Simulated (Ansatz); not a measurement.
The same molecule with X = B, Al, Ga. Ansatz, PBE0-D4/def2-TZVP geometries, multiplicity 1. Each molecule was computed in one conformer, which needn't be the lowest.

Scalar relativity is left out up to krypton.

| X | molecule | mean X–C bond length / Å | mean X–O bond length / Å | HOMO–LUMO gap (PBE/def2-TZVPP) / eV | LUMO energy (PBE/def2-TZVPP) / eV | HOMO energy (B3LYP/def2-TZVPP) / eV |
| --- | --- | --- | --- | --- | --- | --- |
| Al | `C[CH](C)[Al]([OH])[OH]` | 1.955 | 1.698 | 5.19 | -0.97 | -7.21 |
| Ga | `C[CH](C)[Ga]([OH])[OH]` | 1.970 | 1.790 | 5.38 | -1.09 | -7.54 |

Q: Give the row for X = B, `CC(C)B(O)O`. (An estimate is asked.)

A: The calculation gave: 
```json
{"X": "B", "molecule": "`CC(C)B(O)O`", "mean X–C bond length / Å": "1.582", "mean X–O bond length / Å": "1.366", "HOMO–LUMO gap (PBE/def2-TZVPP) / eV": "6.75", "LUMO energy (PBE/def2-TZVPP) / eV": "-0.17", "HOMO energy (B3LYP/def2-TZVPP) / eV": "-8.15"}
```

From B to Ga the mean X–C bond length rises at each step, by 0.388 Å in all; the mean X–O bond length rises at each step, by 0.424 Å in all; the HOMO–LUMO gap (PBE/def2-TZVPP) isn't monotonic: highest at B, lowest at Al; the LUMO energy (PBE/def2-TZVPP) falls at each step, by 0.92 eV in all; the HOMO energy (B3LYP/def2-TZVPP) isn't monotonic: highest at Al, lowest at B.

B3LYP here is the variant with VWN-RPA as its local correlation; programs differ in this.
